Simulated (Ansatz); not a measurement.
Cost and result up the ladder for InSn₉H₁₆, a doped cluster cut from the lattice of tin (In on a surface site) (26 atoms). The state is a doublet with charge 0. Geometry: PBE-D4/def2-SVP.

```xyz
26

Sn   -0.143    0.705   -2.823
Sn   -0.686   -2.649    0.321
Sn   -1.786    1.509    1.423
In    2.973    0.590    0.664
Sn   -1.904    2.277   -1.285
Sn   -2.619   -1.163    1.730
Sn   -0.785   -2.006   -2.419
Sn    2.509    1.219   -2.029
Sn    1.782   -1.962    1.519
Sn    0.849    1.597    2.452
H    -0.439    1.078   -4.501
H    -0.915   -4.361    0.561
H    -2.736    2.589    2.412
H     4.551    0.806    1.395
H    -3.552    2.107   -1.811
H    -1.497    3.962   -1.408
H    -4.214   -1.405    1.088
H    -2.650   -1.608    3.408
H    -2.382   -2.376   -2.996
H     0.320   -3.034   -3.281
H     3.536    0.323   -3.114
H     2.803    2.898   -2.383
H     3.054   -3.091    1.104
H     1.616   -2.055    3.247
H     1.413    3.233    2.719
H     0.904    0.818    4.008
```

Ansatz on 2 threads of AMD EPYC 7R13 on a shared host and a share (18 GiB) of an NVIDIA H100 80GB HBM3. Times are rough, and most runs start from the orbitals of an earlier one. PBE0-D4/def2-TZVP serves as the yardstick here, not as an exact answer. Differences are given only for rows in sets of like size (and for xTB, whose basis is part of the method), since another set adds its own error. Binding counts from free atoms at the same level (Sn triplet, In doublet, H doublet; other spins of the atoms weren't run), without zero-point energy or a counterpoise term.

In the def2 sets In, Sn take a core potential; there is no spin–orbit coupling. Correlated methods freeze 40 core orbitals; core or outer-core shells of Sn, In are correlated, in sets that lack core-valence functions. The rows differ in basis, and correlated rows in double-zeta sets carry the largest basis error. Single mean-field runs in def2-TZVP are fitted with def2-universal-jkfit.

Correlated methods converge slowly with the basis, most of all in double-zeta sets.

```tsv
level	functions	wall time	binding energy per atom (eV)	difference from PBE0-D4/def2-TZVP (eV)
PBE-D4/def2-SVP	340	7 s	2.31	–
BLYP-D4/def2-TZVP	596	9.5 s	2.29	-0.04
MP2/def2-SVP	340	12 s	2.12	–
PBE0-D4/def2-TZVP	596	14 s	2.32	0.00
PBE0-D4/def2-SVP	340	14 s	2.31	–
r2SCANh-D4/def2-TZVP	596	14 s	2.34	0.02
PBE-D4/def2-TZVP (with forces)	596	16 s	2.32	0.00
r2SCAN-D4/def2-TZVP (with forces)	596	18 s	2.34	0.02
```
